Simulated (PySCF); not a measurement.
Cartesian coordinates in Å; atom numbers follow the order of the lines, from 1:
```xyz
15

C     2.554    0.916   -0.755
O     1.604   -0.079   -1.025
C     0.452   -0.070   -0.329
C    -0.430   -1.107   -0.659
C    -1.672   -1.284   -0.069
C    -2.174   -0.438    0.926
C    -1.460    0.650    1.400
P     0.120    1.167    0.888
H     3.413    0.720   -1.409
H     2.879    0.887    0.301
H     2.154    1.924   -0.965
H    -0.091   -1.802   -1.433
H    -2.284   -2.128   -0.400
H    -3.164   -0.647    1.342
H    -1.917    1.268    2.181
```

- geometry: PBE0-D3(BJ)/def2-SVP
- σ from GIAO-HF/pcSseg-1
- code: PySCF
- isolated molecule, rapidly exchanging positions averaged, no relativistic terms, one computed conformer

δ = σ(ref) − σ, references computed at the same level: TMS for ¹³C, ¹H; ¹⁷O vs H2O; ³¹P vs H3PO4.

```csv
atoms,nucleus,count,δ (ppm)
P8,³¹P,1,161.1
C6,¹³C,1,?
H14,¹H,1,?
H13,¹H,1,7.87
C4,¹³C,1,?
H9/H10/H11,¹H,3,?
O2,¹⁷O,1,110.4
C5,¹³C,1,143.2
C1,¹³C,1,52.9
C3,¹³C,1,213.8
H12,¹H,1,7.73
H15,¹H,1,8.86
C7,¹³C,1,170.0
```

Question: Fill in the missing shifts.

Answer: 
- C6: 133.7 ppm, aromatic CH; the aromatic region
- C4: 130.2 ppm, aromatic CH; the aromatic region
- H14: 7.63 ppm, hydrogen on an aromatic CH; ring-current deshielding
- H9/H10/H11: 3.75 ppm, hydrogen on a methyl carbon bonded to O; its carbon carries O, an electronegative neighbour

Shifts are as computed. Against solution values, carbons near 30 ppm lie about -0 ppm off and those near 130 ppm about +7 ppm (rms about the fit 1.9 ppm; single classes can miss by 10 ppm). Of 1328 compounds with measured shifts, 309 miss one by over three times the rms of a fit or turn the order of signals round; such compounds aren't used in these exercises. Signals without a measured value on file couldn't be tested in this way. Experimental scales use liquid or dissolved standards, which lie at an offset from isolated H2O (liquid H2O: subtract about 36 ppm) and H3PO4.
